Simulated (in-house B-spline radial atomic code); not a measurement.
## Response and correlation of Ru⁸⁺

Closed shell [Ar] 3d10 4s2 4p6. Computed with a B-spline radial code for spherical atoms: Dirac-Hartree-Fock, relativistic RPA (time-dependent Dirac-Hartree-Fock) for the response and second-order many-body perturbation theory for correlation, no-pair Dirac-Coulomb Hamiltonian, finite nucleus.

Command:
```bash
python run_mb.py task.json out
```
Settings (nuclear radius in fm, box in bohr, cutoff in hartree):
```
basis_form          2
Z                   44
core_configuration  [Ar] 3d10 4s2 4p6
rms_radius          4.4809
mass_number         102
speed_of_light      137.036
box_radius          7.759
lmax                7
intervals           61
virtual_cutoff      48400.0
```

Run time, properties included: 4.6 s on 1 thread of Intel(R) Xeon(R) 6975P-C, on a shared host.

```tsv
multipole (bohr³, bohr⁵, bohr⁷)	uncoupled	coupled RPA
dipole	1.3326	1.1778
quadrupole	1.1482	1.2682
octupole	2.4303	?
```

(1) What is the coupled octupole polarisability?

(2) Which subshells carry the dipole polarisability?

(3) What does the dipole shielding factor come to?

Dipole polarisability at imaginary frequency:

| u (Eh) | α(iu) (bohr³) |
| --- | --- |
| 0 | 1.178 |
| 1.35 | 0.8942 |
| 4.05 | 0.3348 |
| 8.1 | 0.1313 |
| 13.5 | 0.0654 |
| 27 | 0.02443 |
| 54 | 0.008051 |
| 135 | 0.001591 |

(4) What dispersion coefficients follow for two such ions (the dispersion part alone)?

Lowest J = 1 odd-parity excitations:

```csv
energy (eV),oscillator strength,leading channel,weight
44.812,0.00248,4p3/2 → d3/2,0.705
51.024,0.104,4p1/2 → d3/2,0.476
62.208,5.27,4p1/2 → d3/2,0.492
81.354,0.351,4p3/2 → s1/2,0.978
85.269,0.256,4p1/2 → s1/2,0.976
109.48,8.99e-06,4p3/2 → d3/2,0.694
111.25,0.00225,4p3/2 → d5/2,0.702
115.02,0.000135,4p1/2 → d3/2,0.974
```

Second-order correlation energy by the highest angular momentum of the excited pair (hartree): s -0.02318, p -0.2077, d -0.7, f -0.67, g -0.2211, h -0.09341, i -0.04246, k -0.02152.

(5) What is the second-order correlation energy at the partial-wave limit?

## Answers

(1) 3.002 atomic units, +24 % against the uncoupled value.

(2) 4p3/2 67.9 %, 4p1/2 29.9 %, 4s1/2 1.2 %.

(3) The dipole shielding factor is 0.818, against the exact N/Z = 36/44 = 0.818 of the non-relativistic theorem.

(4) C6 = (3/π)∫α(iu)²du = 2.628 hartree·bohr⁶ and C8 = 16.94 hartree·bohr⁸.

(5) The listed waves sum to -1.9794 hartree; extrapolating the increments as (l + 1/2)⁻⁴ gives -2.0233 hartree, -1.53 eV per electron.
